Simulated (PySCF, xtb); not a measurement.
SnCl₃, SMILES [Cl][Sn-]([Cl])[Cl], charge -1.

Harmonic wavenumbers (cm⁻¹) from GFN2-xTB (xtb 6.7.1) at its own minimum, in rising order: 84, 84, 92, 241, 241, 280.

Question: What does PBE-D3(BJ)/def2-SVPD run with PySCF give at its own minimum? (Estimate from the structure and the level; the computed values follow.)

Answer: 81, 81, 99, 255, 255, 279. Paired by order, the mean absolute difference is 7 cm⁻¹ and the zero-point energies are 1.5 and 1.5 kcal/mol.
